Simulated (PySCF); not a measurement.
SMILES B(I)(O)O, PBE0/def2-SVP optimised geometry.

```
6

B     -0.32     0.03     0.00
I     -1.43     1.89     0.00
O     -1.02    -1.11     0.00
H     -0.45    -1.89     0.00
O      1.03     0.03     0.00
H      1.43     0.91     0.00
```

Density from PBE0/def2-TZVP, def2 effective core potentials past Kr run with PySCF 2.14.0 at that geometry. The core electrons that the potentials of I replace are not part of the density.

Minimum of the electron density along straight lines between bonded atoms, close to the bond critical point (lines longer than 1.1 times the sum of covalent radii, or with two minima, are not listed):

```csv
bond,length / Å,ρ at the minimum / e bohr⁻³,∇²ρ there / e bohr⁻⁵,position (fraction from the first atom)
B1–I2,2.163,[?],[?],0.38
B1–O3,1.343,0.223,1.00,0.33
O3–H4,0.966,0.353,-2.42,0.81
B1–O5,1.351,0.217,0.96,0.33
O5–H6,0.962,0.357,-2.49,0.81
```

Fill in the missing entries.


- B1–I2, ρ at the minimum / e bohr⁻³: 0.112
- B1–I2, ∇²ρ there / e bohr⁻⁵: -0.18
